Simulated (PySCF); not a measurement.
SeCl3, SMILES Cl[Se+](Cl)Cl, charge +1. Geometry optimised at PBE-D3(BJ)/def2-SVP. The spin state was assumed, not searched. The isomer is the one that the SMILES or the coordinates give; other isomers of the formula were not compared.

Computed equilibrium geometry at PBE-D3(BJ)/def2-SVP (PySCF confirms it by a frequency run) as Cartesian coordinates in Å, and its point group:
point group C3v.
```xyz
4

Se     0.0000     0.0000     0.5560
Cl     1.6811     0.9706    -0.3707
Cl     0.0000    -1.9412    -0.3707
Cl    -1.6811     0.9706    -0.3707
```
Charge +1, spin multiplicity 1.
